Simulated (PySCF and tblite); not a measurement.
**Conformer ensemble of C5H5NO, numbered as in [O:1]=[CH:2][c:3]1[cH:4][cH:5][cH:6][nH:7]1**

Level: PBE0-D3(BJ)/def2-TZVP//PBE0-D3(BJ)/def2-SVP, thermal terms from GFN2-xTB, symmetry numbers and mirror pairs counted. Conformers within 4 kcal/mol (GFN2-xTB free energy) were kept, 5 at most. GIAO shieldings: PBE0/pcSseg-1. Shifts are against TMS (¹H), TMS (¹³C), NH3 (¹⁵N) at the same level. Run with PySCF (density fitting) and tblite.

Torsions listed: O1–C2–C3–N7.

| conformer | shape | symmetry | E(GFN2) kcal/mol | E(DFT) kcal/mol | G(298.15 K) kcal/mol | weight % | dipole D |
| --- | --- | --- | --- | --- | --- | --- | --- |
| 1 | 0° | Cs | 0.00 | 0.00 | 0.00 | 99.8 | 2.69 |
| 2 | 180° | Cs | 2.39 | 3.91 | 3.71 | 0.2 | 4.54 |

Weights (%) against temperature:

```
 T (K)      1    2  S(mix) cal/mol/K
   220  100.0  0.0              0.00
   260   99.9  0.1              0.01
298.15   99.8  0.2              0.03
   340   99.6  0.4              0.05
   380   99.3  0.7              0.09
```

Averaged shifts at 298.15 K. ¹H: 9.53 (H2, 1H), 6.92 (H6, 1H), 6.85 (H4, 1H), 6.43 (H5, 1H) ppm. ¹³C: 180.7 (C2), 136.0 (C3), 127.2 (C6), 122.6 (C4), 116.5 (C5) ppm. ¹⁵N: 172.3 (N7) ppm.

Coordinates of conformer 1 (Å):

```xyz
12

O     2.580   -1.071    0.613
C     2.045   -0.178   -0.012
C     0.613    0.035   -0.024
C    -0.191    0.968   -0.672
C    -1.526    0.685   -0.319
C    -1.498   -0.412    0.534
N    -0.210   -0.786    0.699
H     2.635    0.543   -0.627
H     0.165    1.762   -1.328
H    -2.419    1.214   -0.644
H    -2.312   -0.939    1.027
H     0.151   -1.551    1.257
```

Coordinates of conformer 2 (Å):

```xyz
12

O     2.845   -0.766   -0.203
C     2.057    0.131   -0.019
C     0.613   -0.011   -0.045
C    -0.175   -1.135   -0.272
C    -1.521   -0.730   -0.188
C    -1.523    0.631    0.088
N    -0.237    1.048    0.171
H     2.412    1.177    0.192
H     0.218   -2.128   -0.474
H    -2.404   -1.352   -0.314
H    -2.353    1.320    0.230
H     0.060    1.995    0.364
```

H on N, O and S are left out: they exchange, and hydrogen bonds move them by several ppm. Unscaled ¹⁵N shifts at such levels can be off by tens of ppm; differences between conformers or isomers are more reliable. Shifts are unscaled: against experiment ¹³C can be off by 15 ppm or more and ¹H by 0.8 ppm.

Search and properties took 49 s on 1 thread of Arm Neoverse V1, shared host (rough), launched as `OMP_NUM_THREADS=1 python ens_run.py task.json out`.


¹⁵N shifts are against a computed isolated NH3 molecule, about 20 ppm from the liquid.